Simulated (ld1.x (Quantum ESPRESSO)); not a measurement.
**Before and after: TM potential for Si**

- Element: Si
- Generator: ld1.x (Quantum ESPRESSO) 7.5
- Type: norm-conserving Troullier–Martins (Kleinman–Bylander form)
- Functional: PBE
- Relativity: scalar-relativistic
- Frozen core: [Ne]
- Valence charge: 4
- Reference configuration: 3s2 3p2
- Partial waves: 3s (bound): rc 1.65 bohr; 3p (bound): rc 1.65 bohr
- Local potential: the p channel
- Core correction: Bessel-smoothed model core inside 1.55 bohr

All-electron outer shells of the reference configuration (PBE, scalar-relativistic, ld1.x):

```
shell  level (eV)  outermost node (bohr)  outermost maximum (bohr)
   2s     -139.50                   0.15                      0.45
   2p      -95.56                      –                      0.39
   3s      -10.81                   0.72                      1.80
   3p       -4.08                   0.72                      2.17
```

Change: all radii but the core radius scaled by about 1.41 (s 2.32, p 2.32 bohr).

Cutoffs: the cutoffs (Ry, on a coarse ladder) from which the occupation-weighted sum of valence levels, in a spherical-Bessel basis at the reference potential, stays within 10 and 1 mRy of its value at 400 Ry; they do not see the model core or the augmentation charge, which bear on the density cutoff. Errors are all-electron minus pseudo energies relative to the spin-unpolarised reference configuration.

What does the change do?

The potential gets softer (15 Ry and 40 Ry → 10 Ry and 30 Ry); of the 7 tests that both files solve, the error grows in 4 and shrinks in 0 by more than 15 % and 0.3 meV (median size 7.1 → 10.8 meV); neither file shows a bound ghost. A larger radius leaves more room for a smooth pseudo-wave, so fewer plane waves are needed. More of the atom is replaced by a form fitted at one configuration, so other configurations suffer.

```tsv
quantity	base	changed
cutoff, loose	15 Ry	10 Ry
cutoff, tight	40 Ry	30 Ry
loose cutoff by channel (10 mRy a level)	s 12 Ry, p 6 Ry	s 10 Ry, p 6 Ry
bound ghosts	none	none
error for 3s2 3p1, meV [ΔE 7.74 eV]	+1.8	+3.0
error for 3s2 3p0, meV [ΔE 23.73 eV]	+13	+28
error for 3s1 3p0, meV [ΔE 57.70 eV]	+89	+87
error for 3s2 3p1.5, meV [ΔE 2.92 eV]	+0.3	+0.4
error for 3s1 3p3, meV [ΔE 6.81 eV]	+1.3	-11
error for 3s0 3p4, meV [ΔE 13.78 eV]	+7.1	-46
error for 3s1 3p2, meV [ΔE 15.17 eV]	+7.2	-7.0
```
